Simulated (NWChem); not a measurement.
# Ionisation of C$_{2}$H$_{4}$NO (-1)

```
N
C 1 1.3161
O 2 1.2507 1 130.78
C 1 1.4336 2 112.73 3 0.35
H 4 1.1102 1 110.78 2 167.79
H 4 1.1151 5 107.59 1 125.28
H 4 1.1182 5 106.00 6 110.56
H 2 1.1363 3 117.74 1 179.64
```
Charge -1, spin multiplicity 1.

Program: NWChem. Structure: optimised with PBE0/def2-SVP, a minimum by its harmonic frequencies. It is one conformer; others weren't searched.

Basis set: def2-TZVPD. −ε marks an orbital energy of the parent.

The spin multiplicity of the parent species was assumed, not shown to be that of its ground state. The structure started from a generated list of species. The anion's geometry comes from a basis without diffuse functions.

Q: One of these methods gave a first vertical ionisation energy of -0.50 eV. Which?
A. −ε(HOMO) of PBE
B. −ε(HOMO) of HF
C. G0W0@LDA (SVWN5)
D. G0W0@PBE0

A: A, −ε(HOMO) of PBE. The others give 2.26 (G0W0@LDA (SVWN5)), 3.48 (−ε(HOMO) of HF), 2.49 (G0W0@PBE0).
